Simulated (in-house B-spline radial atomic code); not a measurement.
Cs. Computed with a B-spline radial atomic code. Model: non-relativistic spherical atom: semilocal Troullier-Martins pseudo-atom, one channel per l, against all electrons, high spin, G0W0 and RPA with empty states to l = 8, local potential for every l without a channel, a model core (radius 0 = none) keeps its share of the functional.

Without relativity these are model numbers for so heavy an element.

What the tables leave out is listed at the end.

The pseudopotential gives back the lowest level of each angular momentum of its own functional in the configuration it was made in; a second state of the same l is only approximately right. Exact exchange, RPA and GW see the smooth pseudo-orbitals and miss the exchange with the core, for which the functional's share stands in. The column with an uncorrelated core keeps all orbitals and exact exchange, and so separates missing core correlation from pseudisation. Only the three outermost levels and the lowest empty one were computed. RPA here is direct RPA, with no exchange kernel, and its energies carry an (l + 1/2)⁻⁴ tail. A hybrid on a potential with a model core restores only its own semilocal share of the core's exchange.

Command:
```bash
python run_psgw.py task.json out
```
Settings (lengths in bohr, energies in hartree):
```
Z                      55
electrons              55
configuration          [Xe] 6s1
generated_in           [Xe] 6s1
functional             lda,vwn
core_shells            10
radius_factor          1.3
core_correction        True
ion_configuration      [Kr] 4d10 5s2 5p6
```

Run time, properties included: 83 s on 1 thread of Arm Neoverse N1, on a shared host.

Given: made with LDA VWN5; model core radius 1.41 bohr; local radius 2.508 bohr; mean-field start LDA VWN5.

Valence shells of the generating configuration: 5p, 6s.

Channel: s 3.4, p 2.351, d 3.4 (radii in bohr).

Computed: largest level miss in the spin-unpolarised generating configuration 0 eV; valence RPA correlation energy all-electron orbitals -0.27295 hartree; valence RPA correlation energy pseudo -0.376 hartree; all-electron RPA polarisability, core included 234.93 bohr³; ionisation by mean-field all-electron 3.9492 eV; ionisation by mean-field pseudo minus all 0.001 eV; ionisation by RPA pseudo minus all 0.253 eV.

```json
{"level": "6s up", "occupied": "1", "mean-field all-electron (eV)": "-2.3009", "mean-field pseudo minus all (eV)": "-0.002", "G0W0 all-electron (eV)": "-3.9448", "G0W0 uncorrelated core minus all (eV)": "0.039", "G0W0 pseudo minus all (eV)": "-0.14", "exchange self-energy all-electron (eV)": "-5.2714", "exchange self-energy pseudo (eV)": "-5.1665"}
{"level": "6s down (empty)", "occupied": "0", "mean-field all-electron (eV)": "-1.8588", "mean-field pseudo minus all (eV)": "-0.002", "G0W0 all-electron (eV)": "-0.75265", "G0W0 uncorrelated core minus all (eV)": "0.036", "G0W0 pseudo minus all (eV)": "-0.168", "exchange self-energy all-electron (eV)": "-0.8944", "exchange self-energy pseudo (eV)": "-0.83371"}
```

(1) What is the pseudo-atom RPA polarisability?

(2) What is the ionisation by RPA all-electron?

Given: mean-field start PBE0.

Computed: valence RPA correlation energy all-electron orbitals -0.24729 hartree; pseudo-atom RPA polarisability 192.76 bohr³; ionisation by mean-field all-electron 3.751 eV; ionisation by mean-field pseudo minus all 0.117 eV; ionisation by RPA all-electron 4.0454 eV; ionisation by RPA pseudo minus all 0.234 eV.

| level | occupied | mean-field all-electron (eV) | mean-field pseudo minus all (eV) | G0W0 all-electron (eV) | G0W0 uncorrelated core minus all (eV) | G0W0 pseudo minus all (eV) | exchange self-energy all-electron (eV) | exchange self-energy pseudo (eV) |
| --- | --- | --- | --- | --- | --- | --- | --- | --- |
| 6s up | 1 | -2.5736 | -0.081 | -3.9872 | 0.042 | -0.185 | -4.9611 | -5.0841 |
| 6s down (empty) | 0 | -1.0097 | -0.068 | -0.45413 | 0.044 | -0.094 | -0.84512 | -0.83725 |

(3) What is the all-electron RPA polarisability, core included?

(4) What is the valence RPA correlation energy pseudo?

Results:

(1) 235.12 bohr³.

(2) 4.1753 eV.

(3) 213.45 bohr³.

(4) -0.34651 hartree.

Among the listed levels the largest G0W0 shift of the pseudo-atom is -0.18 eV, for 6s up on the PBE0 start, while leaving the core uncorrelated moves that level by +0.04 eV. So pseudisation and the lost core exchange, not the missing core correlation, make the error. Not in the tables (levels of low weight, unsolved or above zero; the highest and the empty levels are kept at any weight): on LDA the G0W0 levels 5p down (pseudo minus all +0.73 eV, weights 0.08 and 0.12), 5p up (pseudo minus all +0.76 eV, weights 0.07 and -0.01); on PBE0 the G0W0 levels 5p down (pseudo minus all +0.97 eV, weights 0.52 and 0.37), 5p up (pseudo minus all +0.97 eV, weights 0.40 and 0.37); no Hartree-Fock pseudo-atom is run with a model core.
